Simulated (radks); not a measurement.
Results of a calculation; reference values are marked as such.
Task: Valence configurations of Sn II (all share [Kr]). Level of theory: Dirac Kohn-Sham, PBE, spin-unpolarised, spherical densities, point nucleus; open shells fill j = l - 1/2 first (a radial shooting solver on a logarithmic mesh with Libxc functionals). Order these by energy: 4d9.5 5s2 5p1.5; 4d10 5p3; 4d8 5s2 5p3; 4d10 5s1 5p2; 4d8.5 5s2 5p2.5; 4d10 5s2 5p1; 4d10 5s1.5 5p1.5; 4d9 5p4; 4d9 5s2 5p2; 4d9 5s1 5p3.

Result: From the lowest, in eV above it: 4d10 5s2 5p1 0.000; 4d10 5s1.5 5p1.5 3.588; 4d10 5s1 5p2 7.212; 4d9.5 5s2 5p1.5 11.864; 4d10 5p3 15.187; 4d9 5s2 5p2 24.814; 4d9 5s1 5p3 33.382; 4d8.5 5s2 5p2.5 39.225; 4d9 5p4 42.126; 4d8 5s2 5p3 54.792. NIST lists [Kr] 4d10 5s2 5p1 as the ground configuration; this level of theory agrees among the configurations tried. The energies are those of spherical spin-averaged densities, not of single terms.
